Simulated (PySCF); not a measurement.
**How methods differ on the ionisation energy of Gd⁶²⁺**

Gd⁶²⁺ 1s2 (1S) → Gd⁶³⁺ 1s1 (2S), as a difference of total energies. All numbers are calculated (PySCF 2.14, scalar relativity by spin-free X2C-1e, in an even-tempered Gaussian basis (17 s from 160 bohr⁻², ratio 2.2; 7 p from 240 bohr⁻², ratio 2.4; 4 d from 730 bohr⁻², ratio 2.4; 3 f from 1100 bohr⁻², ratio 2.4; 3 g from 1600 bohr⁻², ratio 2.4)). Correlated levels: nothing frozen; virtual orbitals above 40 to 60 times the deepest correlated orbital energy dropped. The calculations carry no spin-orbit coupling.

| method | ionisation energy (eV) |
| --- | --- |
| UHF | 57906.5 |
| MP2 (all electrons) | 57908.3 |
| SCS-MP2 (all electrons) | 57908.6 |
| CCSD (all electrons) | 57908.3 |

For this ion Breit and QED terms and the two-electron picture change, all absent here, outweigh the differences among the correlated methods.

With two correlated electrons CCSD is exact in that space.

For comparison: 57783.91 ± 0.08 eV (theoretical estimate listed by NIST; NIST Atomic Spectra Database, ionization energies).
